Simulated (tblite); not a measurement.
**Question.** Write Cartesian coordinates for InChI=1S/C7H13OP/c1-3-9(4-2)7-5-6-8/h3-4,8H,1-2,5-7H2/p+1 as optimised with GFN2-xTB. (Charge +1.)

**Answer.** 
```xyz
23
C7H14OP angstrom
C     -0.930    2.321   -1.253
C     -1.120    1.537   -0.201
P     -0.614   -0.185   -0.162
C     -2.079   -1.222   -0.118
C     -2.389   -2.050   -1.105
C      0.308   -0.520    1.374
C      1.610    0.275    1.502
C      2.302    0.380    0.134
O      2.139   -0.803   -0.616
H     -1.261    3.346   -1.259
H     -0.434    1.972   -2.146
H     -1.621    1.884    0.696
H      0.056   -0.483   -1.318
H     -2.697   -1.121    0.766
H     -1.776   -2.149   -1.987
H     -3.272   -2.667   -1.067
H      0.506   -1.597    1.378
H     -0.372   -0.299    2.204
H      2.255   -0.232    2.221
H      1.419    1.281    1.875
H      1.818    1.171   -0.452
H      3.356    0.642    0.253
H      2.794   -1.455   -0.344
```

Any rigid rotation of these coordinates is as good. Atoms count from 1 in this order. C1 (terminal =CH2 carbon) is planar (angles 122.1°, 121.6° and 116.3°, sum 360.0°, 0.00 Å off the plane of its three neighbours). The 3 C–P bonds span 1.795 Å (P3–C4, drawn single) to 1.822 Å (P3–C6, drawn single), a spread of 0.027 Å. C2 (alkene CH carbon) is planar (angles 122.9°, 122.2° and 114.8°, sum 360.0°, 0.01 Å off the plane of its three neighbours). P3 (phosphonium phosphorus) is distorted tetrahedral (angles from 106.6° to 115.1°).

Bonds between heavy atoms (Å): C1=C2 1.325, C2–P3 1.796, P3–C4 1.795, C4=C5 1.325, P3–C6 1.822, C6–C7 1.531, C7–C8 1.536, C8–O9 1.411.

Computed geometry: GFN2-xTB, gas phase.

Point group: C1 (no symmetry element, even within 0.4 Å). Its GFN2-xTB frequencies are all real (lowest 41 cm⁻¹). Torsions: C1–C2–P3–C4 -112°, C2–P3–C4–C5 115°, C2–P3–C6–C7 -63°, P3–C6–C7–C8 -38°, C6–C7–C8–O9 -36°. 3 starts were optimised and ended at 0.00, 8.47 and 8.49 kcal/mol (GFN2-xTB); the lowest of these is shown.

One conformer stands for the species.
